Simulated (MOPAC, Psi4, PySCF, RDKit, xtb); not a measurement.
Two geometries of SMILES [SeH][SiH2][SiH2]Br, relaxed at B3LYP-D3(BJ)/def2-SVP with one dihedral held; other torsions can differ between them too.

Structure A

```
9

Se    -2.3432    -0.7251     0.9384
Si    -0.9214     0.3978    -0.4750
Si     1.3162    -0.1557     0.0292
Br     1.3805    -2.2578     0.8469
H     -1.5343    -1.9593     0.8632
H     -1.1558     1.8527    -0.2483
H     -1.1870     0.0932    -1.9123
H      1.8755     0.7411     1.0779
H      2.1921    -0.1127    -1.1753
```

Structure B

```
9

Se     2.2777    -0.3724     0.9747
Si     0.8399     0.2156    -0.7337
Si    -1.3291    -0.0413     0.1218
Br    -2.7471     0.5286    -1.5331
H      3.4881    -0.1263     0.1653
H      1.0427     1.6309    -1.1560
H      1.0136    -0.6686    -1.9213
H     -1.6060    -1.4497     0.5160
H     -1.5761     0.8553     1.2840
```

Problem. Which is lower in energy at the level DF-MP2 (frozen core)/cc-pVTZ // B3LYP-D3(BJ)/def2-SVP (Psi4 1.11), and by how much?

Solution. A is lower, by 2.19 kJ/mol (dihedral Se1–Si2–Si3–Br4: 30° in A, 180° in B).

E(B) − E(A) in kJ/mol at the other levels, on the same two geometries: PBE/def2-TZVP // B3LYP-D3(BJ)/def2-SVP (Psi4) 1.19; PBE-D3(BJ)/def2-TZVP // B3LYP-D3(BJ)/def2-SVP (Psi4) 3.13; r2SCAN/def2-TZVP // B3LYP-D3(BJ)/def2-SVP (Psi4) 1.31; HF/cc-pVTZ // B3LYP-D3(BJ)/def2-SVP (Psi4) -4.51; UFF // B3LYP-D3(BJ)/def2-SVP (RDKit) -4.89; PM3, restricted, heats of formation // B3LYP-D3(BJ)/def2-SVP (MOPAC) 3.24; PM6, restricted, heats of formation // B3LYP-D3(BJ)/def2-SVP (MOPAC) -5.16; GFN1-xTB // B3LYP-D3(BJ)/def2-SVP (xtb) -1.98; restricted B3LYP/6-31G*, spherical d, density fitting // B3LYP-D3(BJ)/def2-SVP (PySCF) -1.39; restricted B3LYP/LANL2DZ, with its core potentials past Ne // B3LYP-D3(BJ)/def2-SVP (PySCF) -0.50; restricted BP86/6-31G*, spherical d, density fitting // B3LYP-D3(BJ)/def2-SVP (PySCF) 0.03; restricted Hartree-Fock/STO-3G // B3LYP-D3(BJ)/def2-SVP (PySCF) -2.43.
